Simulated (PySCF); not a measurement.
C6H4Cl2.
SMILES: `C#CC#CCC(Cl)Cl`

The closed-shell SCF was solved with PySCF and density fitting under several settings on one GFN2-xTB geometry (grid level 2 and gas phase unless stated).

```tsv
settings	basis functions	SCF cycles	E (Eh)	HOMO (eV)	LUMO (eV)	dipole (D)
PBE0/pcSseg-1	170	14	-1150.6594	-7.58	-1.11	1.66
PBE0/def2-SVPD	206	14	-1150.2923	-7.56	-1.11	1.59
```

**Question.** Estimate the row for these settings: B97-2/pcSseg-1.

**Answer.** 
```csv
settings,basis functions,SCF cycles,E (Eh),HOMO (eV),LUMO (eV),dipole (D)
B97-2/pcSseg-1,170,15,-1151.2284,-7.33,-1.15,1.66
```

**Question.** Over all rows, what range does the HOMO–LUMO gap span?

**Answer.** From 6.18 eV (B97-2/pcSseg-1) to 6.47 eV (PBE0/pcSseg-1). The functional of the narrowest has 21 % exact exchange, that of the widest 25 % exact exchange.

**Question.** And the dipole moment?

**Answer.** From 1.59 D to 1.66 D; the largest is 1.04 times the smallest, and the median is 1.66 D.

**Question.** Compare two rows with the functional PBE0: PBE0/pcSseg-1 and PBE0/def2-SVPD. Which energy is lower, and by how much?

**Answer.** PBE0/pcSseg-1 (170 functions) lies 0.3671 Eh or 230 kcal/mol below PBE0/def2-SVPD (206 functions). The smaller set gives the lower energy; the two sets aren't nested, so the variational bound doesn't order them by size.

Whole jobs, the steps after the SCF included, on Arm Neoverse V1, one thread, on a shared host:

| settings | work after the SCF | wall time | peak memory |
| --- | --- | --- | --- |
| PBE0/pcSseg-1 | shieldings, charges and field gradients | 21 s | 0.76 GiB |
| PBE0/def2-SVPD | 6 singlets by full TDDFT, 2 Tamm–Dancoff triplets, polarisability | 32 s | 0.85 GiB |
| B97-2/pcSseg-1 | shieldings | 19 s | 0.77 GiB |

Cycle counts include a coarse-grid stage where the run had one.

Conformer computed: `[CH:1]#[C:2][C:3]#[C:4][CH2:5][CH:6]([Cl:7])[Cl:8]`: C4–C5–C6–Cl7 -63°.

One conformer stands for the species.
